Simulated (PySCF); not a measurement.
**Excitation energy of Bi by level of theory**

Bi [Xe] 4f14 5d10 6s2 6p3 (4S) → Bi [Xe] 4f14 5d10 6s1 6p4 (4P), as a difference of total energies. Computed with PySCF 2.14 in x2c-QZVPPall, with scalar relativity by spin-free X2C-1e. Correlated levels: valence: [Xe] 4f14 5d10 frozen; valence and next inner shell: [Kr] 4d10 4f14 frozen. The calculations carry no spin-orbit coupling.

| method | excitation energy (cm⁻¹) |
| --- | --- |
| UHF | 74461 |
| LDA | 80794 |
| PBE | 79564 |
| PBE0 | 78808 |
| r2SCAN | 78754 |
| ROHF | 75595 |
| MP2 (valence) | 74169 |
| SCS-MP2 (valence) | 74073 |
| MP2 (valence and next inner shell) | 79988 |
| SCS-MP2 (valence and next inner shell) | 78887 |

Spin-orbit coupling is strong in these open shells (close to jj coupling). The scalar numbers leave it out and a first-order estimate fails, so it can dominate the gap to the real levels.

The upper state lies above the first ionisation limit, where it may autoionise and the basis confines it.
